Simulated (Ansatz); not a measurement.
Calculated with Ansatz (gas phase, PBE0-D4/def2-TZVP geometries, no zero-point term in ΔE). CCSD(T)/CBS adds triple-zeta CCSD(T) − MP2 to the extrapolated MP2 energy (def2 sets, frozen cores). Functionals use def2-TZVPP. def2 core potentials past Kr. For Ge, I, Zr outer-core shells are correlated without core-valence functions, which leaves a few kJ/mol of doubt a bond. Scalar relativity is left out up to krypton. Each species was taken in one conformer, which may not be the lowest.

Reaction (redistribution): `[SH][Zr]([Cl])([Cl])[Cl]` + `[Cl][Ge]([Cl])([Cl])[I]` → `[Cl][Zr]([Cl])([Cl])[I]` + `[SH][Ge]([Cl])([Cl])[Cl]`

```csv
level,ΔE (eV)
PBE0-D4,-0.29
r2SCANh-D4,-0.30
ωB97X-V,-0.29
ωB97M-V,-0.29
BHLYP,-0.31
HF/def2-SVP,-0.33
CCSD(T)/def2-SVP,-0.33
SCS-MP2/def2-QZVPP,-0.34
```

**Question.** What does CCSD(T)/CBS give? (Best estimate.)

**Answer.** Ansatz gave: -0.31 eV. The listed levels differ from it by 0.02, 0.01, 0.02, 0.02, 0.00, -0.02, -0.02, -0.03 eV.

Largest T1 diagnostic among the species: 0.016.

Leaving LDA and LC-ωPBE aside and taking each functional with its dispersion term where it has one, the values, not all of them listed here, spread over 0.11 eV, from PBE-QIDH to BLYP-D4. From BLYP to BHLYP (50 % exact exchange), in def2-TZVPP and without D4, ΔE moves by −0.06 eV.
